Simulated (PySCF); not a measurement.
A structure optimised at PBE0-D3(BJ)/def2-SVP, used in a PySCF frequency run:

```
C
H 1 1.0986
H 1 1.0989 2 107.95
H 1 1.0989 2 107.92 3 -118.34
S 1 1.8331 2 106.66 4 -120.86
Mg 5 2.2989 1 103.70 2 179.45
I 6 2.5576 1 148.13 2 178.96
```

Q: Write its SMILES and formula.

A: C[S][Mg][I], CH₃IMgS

Q: What are its rotational constants (standard atomic weights)?

A: 13.964, 0.55453, 0.53518 GHz
